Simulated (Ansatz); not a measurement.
The input (input.yaml):

```yaml
crystal:
  periodic: [false, false, false]
  atoms:
    - { symbol: Si, position_ang: [0.1733, 0.1389, 0.0155] }
    - { symbol: H, position_ang: [1.921, 0.5108, 0.5886] }
    - { symbol: C, position_ang: [0.5928, -1.7301, 0.1125] }
    - { symbol: C, position_ang: [-0.4919, 0.3722, -1.7492] }
    - { symbol: C, position_ang: [-1.0111, 0.5236, 1.4414] }
    - { symbol: H, position_ang: [1.6775, 1.436, 0.3772] }
    - { symbol: F, position_ang: [0.7306, 2.0624, -0.0377] }
    - { symbol: H, position_ang: [1.4094, -1.9938, -0.5551] }
    - { symbol: H, position_ang: [0.8856, -2.0296, 1.1144] }
    - { symbol: H, position_ang: [-0.2635, -2.3361, -0.1725] }
    - { symbol: H, position_ang: [-0.9171, 1.3586, -1.8907] }
    - { symbol: H, position_ang: [0.3068, 0.2546, -2.4732] }
    - { symbol: H, position_ang: [-1.2526, -0.3638, -1.982] }
    - { symbol: H, position_ang: [-0.4955, 0.4935, 2.3948] }
    - { symbol: H, position_ang: [-1.8131, -0.2047, 1.4808] }
    - { symbol: H, position_ang: [-1.4524, 1.5077, 1.3351] }
basis:
  gaussian: { orbitals: "6-31G*" }
hamiltonian:
  xc: r2scan
relax:
  f_tol: 0.15
  max_steps: 25
  restrain:
    - { distance: [0, 6], at: 1.68, k: 30.0 }
    - { distance: [5, 1], at: 0.62, k: 30.0 }
    - { distance: [0, 1], at: 2.72, k: 30.0 }
    - { distance: [5, 6], at: 2.18, k: 30.0 }
output:
  orbitals: {}
```

Command:

```bash
$ ansatz run input.yaml --threads 2 --pin off --max-ram 3072MiB --backend cpu --events-out ev --progress --plain --runs-dir out
```

Hardware: 2 threads of AMD EPYC 9R45 96-Core Processor (Zen 5), with other jobs on the host.

Q: Roughly how long does this run take, and how much memory?

A: 29 s, with a peak of 0.2 GiB, for 18 ionic steps.
